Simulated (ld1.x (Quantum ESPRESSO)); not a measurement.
# P: one change to a TM potential, before and after

ld1.x (Quantum ESPRESSO) 7.5 input, shortened:

```
&input
   title='P', zed=15., rel=1, dft='PZ', iswitch=3,
   config='[Ne] 3s2 3p3'
 /
 &inputp
   pseudotype=2, tm=.true., lloc=-1, rcloc=0.95,
   nlcc=.true., rcore=1.10
 /
2
3S  1  0   2.00   0.00  1.25  1.25  0.0
3P  2  1   3.00   0.00  1.55  1.55  0.0
 &test
   configts(1)='3s2 3p3'
 /
```

All-electron outer shells of the reference configuration (LDA (PZ), scalar-relativistic, ld1.x):

```csv
shell,level (eV),outermost node (bohr),outermost maximum (bohr)
2s,-173.14,0.14,0.42
2p,-124.52,–,0.35
3s,-14.02,0.66,1.56
3p,-5.60,0.64,1.83
```

Change: all radii but the core radius scaled by about 0.93 (s 1.16, p 1.44 bohr); local potential all-electron potential smoothed inside 0.88 bohr (lloc = -1).

Cutoffs: the cutoffs (Ry, on a coarse ladder) from which the occupation-weighted sum of valence levels, in a spherical-Bessel basis at the reference potential, stays within 10 and 1 mRy of its value at 400 Ry; they do not see the model core or the augmentation charge, which bear on the density cutoff. Errors are all-electron minus pseudo energies relative to the spin-unpolarised reference configuration.

How do hardness, ghosts and transferability respond?

The potential gets harder (40 Ry and 100 Ry → 60 Ry and 160 Ry); both files keep a bound ghost (s); the number of tests that count goes from 9 to 7; of the 7 tests that both files solve, the error grows in 2 and shrinks in 4 by more than 15 % and 0.3 meV (median size 22.7 → 14.4 meV). A smaller radius makes the pseudo-wave follow the all-electron one further in, where it bends more sharply, so more plane waves are needed.

```tsv
quantity	base	changed
cutoff, loose	40 Ry	60 Ry
cutoff, tight	100 Ry	160 Ry
loose cutoff by channel (10 mRy a level)	s 18 Ry, p 8 Ry	s 55 Ry, p 8 Ry
bound ghosts	s	s
tests counted (converged, no solver errors)	9 of 9	7 of 9
error for 3s2 3p2, meV [ΔE 9.82 eV]	+13	-16
error for 3s2 3p1, meV [ΔE 29.07 eV]	+109	-86
error for 3s1 3p3, meV [ΔE 18.89 eV]	+23	-15
error for 3s2 3p2.5, meV [ΔE 3.82 eV]	+2.0	-3.5
error for 3s2 3p3.3, meV [ΔE -1.34 eV]	+0.5	-0.6
error for 3s2 3p3 (spin-polarised), meV [ΔE -1.51 eV]	+32	+14
error for 3s2 3p2 (spin-polarised), meV [ΔE 8.98 eV]	+36	-6.4
```

Changed file: Tests not counted: 3s2 3p0 (solver errors, printed error +8.6 eV); 3s1 3p0 (solver errors, printed error -6.1 eV). A true bound ghost makes a file unfit for plane-wave use even where its test errors are small: the radial tests pick states by their node count and pass the ghost by. Where a test does run into it, the solver fails or the error is huge.
